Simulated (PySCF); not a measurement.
## C: excitation energy

C [He] 2s2 2p2 (3P) → C [He] 2s1 2p2 3s1 (5P), as a difference of total energies. All numbers are calculated (PySCF 2.14, the spin-free X2C one-electron Hamiltonian (Gaussian nucleus), in aug-cc-pCVTZ-DK with one added diffuse shell each of s, p, d, f type (8s7p5d3f, 75 functions)). Correlated levels: valence and next inner shell: nothing frozen. The calculations carry no spin-orbit coupling.

```json
{"method": "UHF", "excitation energy (eV)": "10.840"}
{"method": "MP2 (valence and next inner shell)", "excitation energy (eV)": "12.323"}
{"method": "SCS-MP2 (valence and next inner shell)", "excitation energy (eV)": "12.664"}
{"method": "CCSD (valence and next inner shell)", "excitation energy (eV)": "12.695"}
{"method": "CCSD(T) (valence and next inner shell)", "excitation energy (eV)": "12.756"}
```

**Question.** How much does correlation contribute at CCSD(T) (valence and next inner shell)?

**Answer.** 12.756 − (10.840) = 1.916 eV, measured against UHF.

The upper state lies above the first ionisation limit, but in LS coupling its spin forbids autoionisation to the ground ion. A Rydberg-like electron needs more diffuse functions than a valence basis has.

The promoted electron is Rydberg-like, and one or two diffuse shells describe it only roughly, which tends to raise the upper state.
